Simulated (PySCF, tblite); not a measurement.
Species: C3H6F3OPSi.
SMILES with atom numbers: `[O:1]=[P@@H:2]([CH2:3][SiH3:4])[C:5]([F:6])=[C:7]([F:8])[F:9]` (hydrogens: H10 on P2; H11, H12 on C3; H13, H14, H15 on Si4)

The geometry is computed with GFN2-xTB (gas phase).

Q: What internal coordinates does the optimisation give?

A: 
```csv
bond,length (Å),order
O1=P2,1.459,double
P2–C3,1.801,single
C3–Si4,1.912,single
P2–C5,1.842,single
C5–F6,1.339,single
C5=C7,1.324,double
C7–F8,1.325,single
C7–F9,1.320,single
P2–H10,1.393,single
C3–H11,1.087,single
C3–H12,1.090,single
Si4–H13,1.466,single
"Si4–H14, Si4–H15",1.460,single
```

Bonds in one row agree within 0.01 Å and their mean is given. Orders are formal, as drawn. A selection of angles:
```csv
angle,degrees
O1–P2–C3,116.6
O1–P2–C5,112.0
O1–P2–H10,114.9
C3–P2–C5,107.2
C3–P2–H10,106.7
C5–P2–H10,97.5
P2–C3–Si4,106.4
P2–C3–H11,110.3
P2–C3–H12,107.6
Si4–C3–H11,112.5
Si4–C3–H12,110.7
H11–C3–H12,109.2
C3–Si4–H13,107.6
C3–Si4–H14,105.8
C3–Si4–H15,109.8
H13–Si4–H14,110.3
H13–Si4–H15,111.5
P2–C5–F6,118.4
P2–C5–C7,119.8
F6–C5–C7,121.6
C5–C7–F8,120.1
C5–C7–F9,128.9
F8–C7–F9,111.0
```

Torsions: O1–P2–C3–Si4 -63° (synclinal); O1–P2–C5–F6 116° (anticlinal); P2–C5–C7–F8 -5° (synperiplanar).

Of the pairs four or more bonds apart, F8···H12 is among the closest relative to their van der Waals radii: 2.70 Å, 101 % of the sum of Bondi's values. P2 (phosphoryl phosphorus) is distorted tetrahedral (angles from 97.5° to 116.6°). The 2 C–P bonds span 1.801 Å (P2–C3, drawn single) to 1.842 Å (P2–C5, drawn single), a spread of 0.041 Å. Si4 (SiH3 silicon) is distorted tetrahedral (angles from 105.8° to 111.6°).

Point group: C1 (no symmetry element, even within 0.4 Å). Its GFN2-xTB frequencies are all real (lowest 37 cm⁻¹). One conformer, not necessarily the lowest.
